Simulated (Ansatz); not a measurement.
Gas-phase electronic energies from Ansatz, PBE0-D4/def2-TZVP geometries. CBS: MP2 limit from def2 TZ/QZ plus the TZ coupled-cluster correction, frozen cores. Functionals use def2-TZVPP. For As outer-core shells are correlated without core-valence functions, which leaves a few kJ/mol of doubt a bond. Scalar relativity is left out up to krypton. One conformer a species, not always the lowest.

Reaction (cleavage of the Si–B bond): `C[SiH2]B[SiH3]` + `C1[SiH2][AsH]1` → `[SiH3][As]1C[SiH2]1` + `B[SiH2]C`

| level | ΔE (kcal/mol) | difference from CCSD(T)/CBS |
| --- | --- | --- |
| r2SCAN-D4 | -10.3 | 1.5 |
| ωB97X-V | -10.6 | 1.2 |
| B2PLYP | -11.2 | 0.6 |
| PBE | -9.2 | 2.6 |
| HF/def2-TZVPP | -11.2 | 0.6 |
| MP2/def2-TZVPP | -14.0 | -2.2 |
| SCS-MP2/def2-TZVPP | -13.1 | -1.3 |
| CCSD(T)/def2-TZVPP | -11.1 | 0.7 |
| MP2/CBS(def2) | -14.6 | -2.8 |
| CCSD/CBS(def2) | -11.5 | 0.3 |
| CCSD(T)/CBS | -11.8 | 0 |

Largest T1 diagnostic among the species: 0.013.

The D4 term adds −1.0 kcal/mol with B3LYP and −0.5 kcal/mol with PBE0; it sums over pairs of atoms, weighted by their polarisabilities, and B3LYP, whose exchange is more repulsive, gets the larger term. From PBE to PBE0 (25 % exact exchange), in def2-TZVPP and without D4, ΔE moves by −1.0 kcal/mol.

B3LYP here is the variant with VWN-RPA as its local correlation; programs differ in this.
